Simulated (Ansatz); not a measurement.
Cost and result for the atomization energy of C$_{3}$H$_{3}$BS (`BC=C=C=S`) (8 atoms, 7 bonds).

The species carries charge 0 and has multiplicity 1. The geometry is a stationary point of PBE0-D4/def2-TZVP. Program: Ansatz. All runs use 2 threads of an Arm Neoverse V2 on a shared host. Times are those of one run each, without the atoms' runs, and a repeat can differ threefold. Electronic energies, without spin–orbit coupling; frozen cores. CCSD(T)/CBS adds CCSD(T) − MP2 in def2-TZVPP to the MP2 limit, and its time is that of the two runs behind it. T1 = 0.018; the RHF reference is unstable towards UHF. B3LYP takes the VWN-RPA correlation (the form of Gaussian; ORCA's B3LYP/G).

CCSD(T)/CBS is a level of theory with its own doubt, some kJ/mol a heavy atom from the limit and from the frozen cores, so smaller differences don't rank the functionals.

```json
{"level": "LDA (SPW92)/def2-TZVPP", "functions": "208", "wall time": "1.6 s"}
{"level": "revPBE-D4/def2-TZVPP", "functions": "208", "wall time": "2.5 s"}
{"level": "BHLYP-D4/def2-TZVPP", "functions": "208", "wall time": "2.9 s"}
{"level": "PBE-D4/def2-TZVPP (with forces)", "functions": "208", "wall time": "3 s"}
{"level": "B3LYP-D4/def2-TZVPP (with forces)", "functions": "208", "wall time": "4.1 s"}
{"level": "CCSD(T)/def2-SVP", "functions": "89", "wall time": "4.3 s"}
{"level": "PBE-QIDH/def2-TZVPP", "functions": "208", "wall time": "5.5 s"}
{"level": "r2SCAN-D4/def2-TZVPP (with forces)", "functions": "208", "wall time": "6 s"}
{"level": "r2SCANh-D4/def2-TZVPP", "functions": "208", "wall time": "6 s"}
{"level": "ωB97M-V/def2-TZVPP (with forces)", "functions": "208", "wall time": "14 s"}
{"level": "MP2/def2-QZVPP", "functions": "388", "wall time": "24 s"}
{"level": "CCSD(T)/def2-TZVPP", "functions": "208", "wall time": "65 s"}
{"level": "CCSD(T)/CBS(def2)", "functions": "–", "wall time": "89 s"}
```

Q: What atomization energy does each give, and how far from CCSD(T)/CBS? (Estimate.)

A: The calculation gave: 
| level | atomization (kcal/mol) | difference from CCSD(T)/CBS | per bond |
| --- | --- | --- | --- |
| LDA (SPW92)/def2-TZVPP | 928.5 | 140.8 | 20.1 |
| revPBE-D4/def2-TZVPP | 809.3 | 21.6 | 3.1 |
| BHLYP-D4/def2-TZVPP | 765.9 | -21.8 | -3.1 |
| PBE-D4/def2-TZVPP (with forces) | 832.5 | 44.8 | 6.4 |
| B3LYP-D4/def2-TZVPP (with forces) | 800.2 | 12.5 | 1.8 |
| CCSD(T)/def2-SVP | 755.0 | -32.7 | -4.7 |
| PBE-QIDH/def2-TZVPP | 793.9 | 6.2 | 0.9 |
| r2SCAN-D4/def2-TZVPP (with forces) | 806.4 | 18.7 | 2.7 |
| r2SCANh-D4/def2-TZVPP | 797.9 | 10.2 | 1.5 |
| ωB97M-V/def2-TZVPP (with forces) | 795.8 | 8.1 | 1.2 |
| MP2/def2-QZVPP | 804.7 | 17.0 | 2.4 |
| CCSD(T)/def2-TZVPP | 767.4 | -20.3 | -2.9 |
| CCSD(T)/CBS(def2) | 787.7 | 0.0 | 0.0 |

From r2SCAN to r2SCAN0 (25 % exact exchange), in def2-TZVPP and without D4, the atomization energy moves by −20.7 kcal/mol: exact exchange takes away binding that semilocal exchange gives to molecules. In def2-TZVPP, CCSD(T) changes the Hartree–Fock value by +200.4 kcal/mol (the triples alone add +20.0 kcal/mol) and MP2 by +225.7 kcal/mol; breaking electron pairs costs correlation energy, which Hartree–Fock lacks. Leaving LDA and LC-ωPBE aside and taking each functional with its dispersion term where it has one, the values spread over 66.6 kcal/mol, from BHLYP-D4 to PBE-D4. LDA lies +99.7 kcal/mol from PBE without D4, its usual overbinding.
